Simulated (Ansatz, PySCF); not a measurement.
Potential energy curve for NaF, singlet.

Computed with: RKS-PBE = restricted PBE/aug-cc-pVDZ (Ansatz, a quantum-chemistry and plane-wave program); UKS-PBE = unrestricted PBE/aug-cc-pVDZ run with Ansatz; UKS-r2SCAN = unrestricted r2SCAN/aug-cc-pVDZ (PySCF); UCCSD(T) = PySCF with CCSD(T) on UHF/aug-cc-pVDZ, 2 core orbitals frozen.

Energies relative to the lowest point of each curve near equilibrium, in kJ/mol; the last columns give the difference from UCCSD(T):

```tsv
R / Å	RKS-PBE	UKS-PBE	UKS-r2SCAN	UCCSD(T)	RKS-PBE − UCCSD(T)	UKS-PBE − UCCSD(T)	UKS-r2SCAN − UCCSD(T)
1.53	195.1	195.1	190.0	194.8	0.2	0.2	-4.8
1.62	101.2	101.2	96.5	99.4	1.8	1.8	-2.9
1.75	29.8	29.8	26.7	27.7	2.1	2.1	-1.0
1.82	11.5	11.5	9.4	9.8	1.7	1.7	-0.4
1.85	6.7	6.7	5.0	5.3	1.4	1.4	-0.2
1.92	0.7	0.7	0.1	0.2	0.6	0.6	-0.1
1.96	0.0	0.0	0.0	0.0	0.0	0.0	0.0
2.02	1.7	1.7	2.6	2.6	-0.9	-0.9	0.0
2.11	8.8	8.8	11.0	10.9	-2.2	-2.2	0.0
2.22	22.0	22.0	25.8	25.5	-3.5	-3.5	0.3
2.38	45.3	45.3	51.3	50.6	-5.2	-5.2	0.8
2.57	75.1	75.1	83.5	82.3	-7.1	-7.1	1.2
2.86	119.4	119.4	131.0	129.9	-10.4	-10.4	1.1
3.18	162.8	162.8	177.5	177.6	-14.8	-14.8	-0.1
3.47	196.0	195.9	213.5	215.4	-19.5	-19.6	-1.9
3.89	234.0	231.6	252.2	261.5	-27.5	-29.9	-9.3
4.27	260.0	254.3	276.3	—	—	—	—
4.76	284.7	274.7	297.8	—	—	—	—
5.18	300.1	287.1	310.6	—	—	—	—
5.73	314.9	298.6	322.6	—	—	—	—
6.76	332.6	312.3	336.3	—	—	—	—
7.69	342.6	319.8	343.6	—	—	—	—
```

RKS-PBE is furthest from UCCSD(T) at 3.89 (-27.5 kJ/mol, below); its mean absolute difference over the points is 6.2 kJ/mol.

UKS-PBE is furthest from UCCSD(T) at 3.89 (-29.9 kJ/mol, below); its mean absolute difference over the points is 6.3 kJ/mol.

UKS-r2SCAN is furthest from UCCSD(T) at 3.89 (-9.3 kJ/mol, below); its mean absolute difference over the points is 1.5 kJ/mol.

Dashes: no converged value, or the column stops at the first point that the program doubted or that broke a chosen test of continuity, which isn't proof of a fault.

The restricted form behind RKS-PBE keeps the bonding electrons paired and can't separate into open-shell fragments. The unrestricted determinant behind UKS-PBE is spin-contaminated at 3.47 to 7.69 Å (<S²> up to 0.5, against 0.00 for a pure singlet). The unrestricted determinant behind UKS-r2SCAN is spin-contaminated at 3.89 to 7.69 Å (<S²> up to 0.5, against 0.00 for a pure singlet). At the longest distance UKS-r2SCAN leaves fractional charges on the fragments, a sign of delocalisation error or of the restricted form. The unrestricted determinant behind UCCSD(T) is spin-contaminated at 4.27 to 7.69 Å (<S²> up to 1.0, against 0.00 for a pure singlet).
